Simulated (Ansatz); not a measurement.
A short molecular-dynamics run on CH6GeOSi (`O[SiH]1[CH2][GeH2]1`).

```yaml
crystal:
  periodic: [false, false, false]
  atoms:
    - {symbol: O, position_ang: [-1.236270, 1.447570, -1.167624]}
    - {symbol: Si, position_ang: [-0.458955, 0.853942, 0.152331]}
    - {symbol: C, position_ang: [1.175310, 0.057020, -0.173899]}
    - {symbol: Ge, position_ang: [-0.092807, -1.389815, 0.496453]}
    - {symbol: H, position_ang: [-2.194578, 1.449201, -1.155450]}
    - {symbol: H, position_ang: [-0.544840, 1.753078, 1.330521]}
    - {symbol: H, position_ang: [1.458397, -0.092740, -1.213921]}
    - {symbol: H, position_ang: [2.029971, 0.311575, 0.447299]}
    - {symbol: H, position_ang: [0.287267, -1.981720, 1.857475]}
    - {symbol: H, position_ang: [-0.340395, -2.459414, -0.570384]}
basis:
  gaussian: {orbitals: "6-31G*"}
hamiltonian: {xc: {name: revPBE}}
md: {timestep: 1 fs, n_steps: 20, ensemble: nvt_langevin, temperature: 1500, initial_velocities: maxwell_boltzmann, friction: 0.01, seed: 386}
```

```sh
$ ansatz run in.yaml --threads 4 --pin off --events-out ev --progress --plain --max-ram 10444MiB
```

```csv
step,time (fs),potential energy (eV),kinetic (eV),T (K),conserved (eV)
0,0.0,-67562.2301,1.7450,1350,–
1,1.0,-67562.1856,1.7117,1324,–
2,2.0,-67562.0580,1.6489,1276,–
3,3.0,-67561.8977,1.4224,1100,–
4,4.0,-67561.7537,1.2536,970,–
5,5.0,-67561.6480,1.2857,995,–
6,6.0,-67561.5563,1.2212,945,–
7,7.0,-67561.4261,1.0833,838,–
8,8.0,-67561.2737,0.9148,708,–
9,9.0,-67561.1749,0.9571,740,–
10,10.0,-67561.1431,1.0098,781,–
11,11.0,-67561.1277,1.0813,837,–
12,12.0,-67561.1089,0.9174,710,–
13,13.0,-67561.1173,0.9636,746,–
14,14.0,-67561.1899,0.9587,742,–
15,15.0,-67561.3200,1.0626,822,–
16,16.0,-67561.4718,1.1568,895,–
17,17.0,-67561.5972,1.3490,1044,–
18,18.0,-67561.6418,1.3908,1076,–
19,19.0,-67561.5850,1.3017,1007,–
20,20.0,-67561.4682,1.1422,884,–
```

Velocities are drawn at the set temperature; a run this short doesn't reach equilibrium.

Frames (Å, forces in eV/Å):

```xyz
10
time=0.0 fs
O    -1.236    1.448   -1.168    0.285    0.511   -1.078
Si   -0.459    0.854    0.152   -0.026   -0.027    0.728
C     1.175    0.057   -0.174    0.318   -0.012   -0.080
Ge   -0.093   -1.390    0.496   -0.243   -0.285    0.150
H    -2.195    1.449   -1.155   -0.845   -0.037    0.059
H    -0.545    1.753    1.331   -0.002    0.199    0.303
H     1.458   -0.093   -1.214    0.119   -0.057   -0.366
H     2.030    0.312    0.447    0.330    0.086    0.218
H     0.287   -1.982    1.857    0.100   -0.140    0.298
H    -0.340   -2.459   -0.570   -0.035   -0.237   -0.232
10
time=1.0 fs
O    -1.232    1.455   -1.166    0.064    0.394   -1.010
Si   -0.462    0.840    0.154   -0.156    0.685    0.804
C     1.177    0.066   -0.168    0.844    0.094   -0.298
Ge   -0.095   -1.389    0.495   -0.138   -0.022    0.112
H    -2.192    1.398   -1.152   -0.693   -0.031   -0.008
H    -0.562    1.807    1.312    0.051   -0.215    0.057
H     1.457   -0.093   -1.235    0.075    0.134    0.557
H     2.006    0.362    0.507   -0.076   -0.205   -0.408
H     0.307   -1.925    1.848    0.158   -0.334    0.626
H    -0.254   -2.442   -0.576   -0.129   -0.499   -0.433
10
time=2.0 fs
O    -1.227    1.464   -1.164   -0.729    0.190   -0.948
Si   -0.466    0.828    0.156   -0.246    1.416    0.872
C     1.179    0.075   -0.161    1.169    0.267   -0.258
Ge   -0.097   -1.388    0.493   -0.071   -0.018   -0.056
H    -2.198    1.349   -1.149    0.020    0.065   -0.079
H    -0.578    1.861    1.298    0.100   -0.646   -0.173
H     1.454   -0.089   -1.249    0.087    0.270    1.151
H     1.982    0.415    0.560   -0.369   -0.501   -0.961
H     0.329   -1.873    1.841    0.210   -0.482    0.891
H    -0.165   -2.434   -0.589   -0.171   -0.561   -0.438
10
time=3.0 fs
O    -1.222    1.474   -1.162   -1.398   -0.084   -0.890
Si   -0.469    0.816    0.158   -0.285    2.115    0.874
C     1.182    0.085   -0.156    1.259    0.462    0.100
Ge   -0.100   -1.387    0.492    0.060   -0.290   -0.155
H    -2.200    1.304   -1.150    0.617    0.223   -0.142
H    -0.595    1.914    1.282    0.146   -1.043   -0.332
H     1.450   -0.084   -1.249    0.172    0.338    1.302
H     1.963    0.459    0.602   -0.557   -0.743   -1.390
H     0.354   -1.829    1.846    0.193   -0.523    0.907
H    -0.075   -2.434   -0.606   -0.207   -0.454   -0.273
10
time=4.0 fs
O    -1.218    1.483   -1.161   -1.726   -0.362   -0.809
Si   -0.473    0.805    0.161   -0.285    2.699    0.741
C     1.186    0.094   -0.152    1.079    0.579    0.419
Ge   -0.102   -1.387    0.492    0.242   -0.692   -0.269
H    -2.194    1.263   -1.152    0.883    0.374   -0.205
H    -0.612    1.959    1.261    0.184   -1.335   -0.373
H     1.449   -0.078   -1.241    0.260    0.354    1.212
H     1.942    0.489    0.628   -0.511   -0.846   -1.533
H     0.376   -1.784    1.857    0.145   -0.527    0.813
H     0.018   -2.438   -0.624   -0.272   -0.244    0.004
10
time=5.0 fs
O    -1.216    1.492   -1.161   -1.631   -0.577   -0.684
Si   -0.476    0.795    0.163   -0.285    3.193    0.499
C     1.189    0.102   -0.148    0.643    0.639    0.761
Ge   -0.104   -1.387    0.491    0.494   -1.153   -0.327
H    -2.179    1.226   -1.154    0.745    0.445   -0.275
H    -0.629    1.994    1.237    0.216   -1.537   -0.338
H     1.453   -0.064   -1.220    0.371    0.289    0.788
H     1.917    0.510    0.634   -0.237   -0.800   -1.358
H     0.399   -1.733    1.876    0.063   -0.505    0.599
H     0.116   -2.443   -0.644   -0.381    0.007    0.334
10
time=6.0 fs
O    -1.214    1.499   -1.164   -1.126   -0.669   -0.527
Si   -0.480    0.787    0.165   -0.251    3.572    0.167
C     1.194    0.110   -0.142   -0.071    0.586    0.982
Ge   -0.106   -1.387    0.491    0.849   -1.630   -0.234
H    -2.155    1.196   -1.160    0.216    0.383   -0.352
H    -0.652    2.015    1.209    0.246   -1.641   -0.231
H     1.466   -0.045   -1.191    0.482    0.172    0.143
H     1.891    0.523    0.627    0.262   -0.584   -0.833
H     0.421   -1.685    1.906   -0.079   -0.453    0.221
H     0.212   -2.449   -0.663   -0.528    0.264    0.665
10
time=7.0 fs
O    -1.214    1.505   -1.166   -0.551   -0.683   -0.369
Si   -0.485    0.781    0.168   -0.158    3.819   -0.194
C     1.200    0.120   -0.134   -0.952    0.391    0.925
Ge   -0.107   -1.388    0.490    1.207   -1.981   -0.115
H    -2.129    1.168   -1.167   -0.383    0.251   -0.436
H    -0.671    2.024    1.180    0.256   -1.650   -0.066
H     1.483   -0.021   -1.164    0.567    0.048   -0.485
H     1.870    0.533    0.611    0.906   -0.231   -0.056
H     0.438   -1.642    1.934   -0.206   -0.421   -0.114
H     0.306   -2.453   -0.674   -0.688    0.457    0.910
10
time=8.0 fs
O    -1.214    1.512   -1.168   -0.281   -0.740   -0.225
Si   -0.489    0.775    0.171   -0.026    3.941   -0.562
C     1.207    0.129   -0.126   -1.779    0.146    0.703
Ge   -0.109   -1.389    0.489    1.523   -2.215    0.005
H    -2.112    1.144   -1.176   -0.656    0.184   -0.502
H    -0.682    2.019    1.155    0.235   -1.575    0.130
H     1.500    0.004   -1.141    0.613   -0.062   -0.980
H     1.860    0.544    0.593    1.513    0.150    0.734
H     0.448   -1.603    1.958   -0.301   -0.408   -0.370
H     0.395   -2.450   -0.680   -0.842    0.579    1.068
10
time=9.0 fs
O    -1.215    1.519   -1.172   -0.228   -0.853   -0.075
Si   -0.494    0.770    0.174    0.119    3.882   -1.027
C     1.213    0.138   -0.117   -2.052    0.033    0.269
Ge   -0.111   -1.391    0.487    1.795   -2.388    0.097
H    -2.102    1.126   -1.192   -0.668    0.187   -0.536
H    -0.690    1.995    1.133    0.186   -1.355    0.399
H     1.523    0.022   -1.132    0.477   -0.093   -0.873
H     1.865    0.562    0.582    1.727    0.321    1.114
H     0.447   -1.570    1.979   -0.362   -0.411   -0.551
H     0.481   -2.447   -0.679   -0.993    0.677    1.182
10
time=10.0 fs
O    -1.216    1.526   -1.176   -0.211   -0.968    0.087
Si   -0.498    0.767    0.177    0.287    3.575   -1.629
C     1.218    0.147   -0.108   -1.677    0.122   -0.271
Ge   -0.113   -1.394    0.486    2.003   -2.490    0.149
H    -2.095    1.112   -1.213   -0.614    0.205   -0.549
H    -0.696    1.952    1.113    0.097   -0.936    0.795
H     1.554    0.034   -1.136    0.151   -0.059   -0.197
H     1.884    0.583    0.580    1.482    0.215    1.014
H     0.440   -1.542    1.994   -0.386   -0.421   -0.639
H     0.563   -2.448   -0.665   -1.133    0.756    1.241
10
time=11.0 fs
O    -1.218    1.532   -1.180   -0.357   -1.139    0.234
Si   -0.502    0.764    0.180    0.496    3.029   -2.331
C     1.224    0.157   -0.098   -0.999    0.370   -0.620
Ge   -0.114   -1.398    0.485    2.156   -2.529    0.199
H    -2.094    1.100   -1.236   -0.370    0.302   -0.525
H    -0.702    1.895    1.105   -0.033   -0.342    1.298
H     1.590    0.046   -1.142   -0.216   -0.022    0.529
H     1.915    0.603    0.586    0.963   -0.054    0.657
H     0.433   -1.520    2.003   -0.396   -0.422   -0.669
H     0.639   -2.451   -0.635   -1.243    0.807    1.227
10
time=12.0 fs
O    -1.220    1.536   -1.184   -0.653   -1.352    0.329
Si   -0.505    0.762    0.181    0.713    2.431   -2.995
C     1.231    0.165   -0.088   -0.199    0.743   -0.602
Ge   -0.114   -1.403    0.484    2.240   -2.526    0.236
H    -2.096    1.088   -1.266    0.044    0.473   -0.447
H    -0.713    1.836    1.110   -0.177    0.246    1.790
H     1.626    0.055   -1.142   -0.522   -0.013    0.995
H     1.955    0.617    0.597    0.264   -0.406    0.175
H     0.427   -1.504    2.004   -0.392   -0.415   -0.633
H     0.704   -2.452   -0.594   -1.318    0.819    1.152
10
time=13.0 fs
O    -1.222    1.540   -1.189   -0.922   -1.519    0.389
Si   -0.507    0.761    0.181    0.895    1.934   -3.495
C     1.236    0.171   -0.076    0.459    1.069   -0.364
Ge   -0.114   -1.407    0.483    2.208   -2.431    0.221
H    -2.101    1.082   -1.300    0.450    0.627   -0.324
H    -0.718    1.782    1.128   -0.310    0.672    2.146
H     1.660    0.061   -1.128   -0.711   -0.039    1.095
H     1.998    0.620    0.610   -0.378   -0.668   -0.194
H     0.414   -1.489    1.998   -0.352   -0.416   -0.494
H     0.754   -2.446   -0.546   -1.338    0.772    1.020
10
time=14.0 fs
O    -1.224    1.544   -1.194   -0.792   -1.466    0.500
Si   -0.509    0.762    0.179    1.003    1.711   -3.674
C     1.242    0.176   -0.065    0.931    1.320    0.027
Ge   -0.114   -1.413    0.482    2.076   -2.229    0.189
H    -2.099    1.087   -1.337    0.472    0.577   -0.228
H    -0.722    1.735    1.165   -0.387    0.777    2.191
H     1.686    0.065   -1.103   -0.783   -0.092    0.908
H     2.043    0.614    0.621   -0.945   -0.833   -0.449
H     0.392   -1.475    1.988   -0.290   -0.421   -0.301
H     0.787   -2.435   -0.495   -1.284    0.655    0.837
10
time=15.0 fs
O    -1.226    1.548   -1.199   -0.319   -1.226    0.681
Si   -0.510    0.763    0.178    1.010    1.796   -3.462
C     1.247    0.179   -0.053    1.099    1.461    0.455
Ge   -0.114   -1.418    0.480    1.887   -1.953    0.207
H    -2.086    1.098   -1.379    0.161    0.348   -0.190
H    -0.732    1.693    1.219   -0.390    0.554    1.857
H     1.702    0.072   -1.072   -0.739   -0.178    0.483
H     2.083    0.600    0.626   -1.315   -0.865   -0.507
H     0.369   -1.467    1.981   -0.240   -0.412   -0.122
H     0.803   -2.424   -0.442   -1.154    0.474    0.599
10
time=16.0 fs
O    -1.228    1.551   -1.204    0.101   -0.968    0.840
Si   -0.511    0.765    0.175    0.954    1.950   -2.989
C     1.252    0.183   -0.039    0.811    1.447    0.833
Ge   -0.114   -1.423    0.477    1.642   -1.589    0.265
H    -2.072    1.111   -1.432   -0.093    0.129   -0.145
H    -0.745    1.652    1.284   -0.349    0.205    1.291
H     1.706    0.081   -1.038   -0.567   -0.277   -0.134
H     2.104    0.580    0.626   -1.345   -0.742   -0.325
H     0.340   -1.463    1.976   -0.196   -0.397    0.031
H     0.810   -2.415   -0.390   -0.958    0.242    0.333
10
time=17.0 fs
O    -1.229    1.552   -1.208    0.287   -0.787    0.922
Si   -0.511    0.769    0.172    0.829    2.103   -2.313
C     1.258    0.188   -0.025    0.273    1.291    1.044
Ge   -0.115   -1.429    0.475    1.305   -1.116    0.434
H    -2.061    1.126   -1.490   -0.115    0.016   -0.036
H    -0.754    1.612    1.361   -0.274   -0.181    0.545
H     1.710    0.087   -1.005   -0.373   -0.361   -0.747
H     2.111    0.551    0.627   -1.104   -0.502    0.019
H     0.305   -1.460    1.978   -0.165   -0.382    0.109
H     0.807   -2.403   -0.340   -0.662   -0.080    0.023
10
time=18.0 fs
O    -1.227    1.553   -1.212    0.261   -0.691    0.898
Si   -0.510    0.772    0.167    0.689    2.190   -1.512
C     1.262    0.195   -0.009   -0.418    0.991    0.798
Ge   -0.116   -1.435    0.473    0.874   -0.554    0.687
H    -2.048    1.138   -1.548    0.047    0.003    0.138
H    -0.761    1.571    1.444   -0.190   -0.515   -0.268
H     1.718    0.094   -0.978   -0.279   -0.410   -1.112
H     2.106    0.514    0.629   -0.567   -0.161    0.566
H     0.269   -1.455    1.983   -0.146   -0.364    0.136
H     0.803   -2.387   -0.293   -0.270   -0.490   -0.331
10
time=19.0 fs
O    -1.225    1.554   -1.215    0.155   -0.612    0.781
Si   -0.509    0.777    0.161    0.586    2.124   -0.737
C     1.267    0.202    0.008   -1.303    0.599    0.002
Ge   -0.116   -1.442    0.471    0.436   -0.010    0.905
H    -2.032    1.149   -1.606    0.253    0.021    0.341
H    -0.772    1.529    1.525   -0.112   -0.716   -0.986
H     1.723    0.098   -0.961   -0.301   -0.404   -1.135
H     2.093    0.473    0.631    0.293    0.228    1.314
H     0.239   -1.451    1.987   -0.132   -0.347    0.155
H     0.802   -2.372   -0.254    0.125   -0.883   -0.640
10
time=20.0 fs
O    -1.224    1.554   -1.215    0.172   -0.463    0.692
Si   -0.508    0.781    0.156    0.477    1.936   -0.124
C     1.269    0.208    0.024   -2.004    0.270   -0.953
Ge   -0.117   -1.448    0.469    0.027    0.448    1.070
H    -2.009    1.163   -1.665    0.324   -0.030    0.494
H    -0.786    1.482    1.598   -0.051   -0.776   -1.521
H     1.721    0.095   -0.955   -0.385   -0.342   -0.868
H     2.082    0.434    0.641    1.080    0.502    1.925
H     0.213   -1.452    1.990   -0.123   -0.329    0.175
H     0.804   -2.362   -0.221    0.482   -1.216   -0.890
```

Hardware: 4 threads of an Arm Neoverse V1 on a shared host. Wall time 24 s, peak host memory 0.15 GiB.
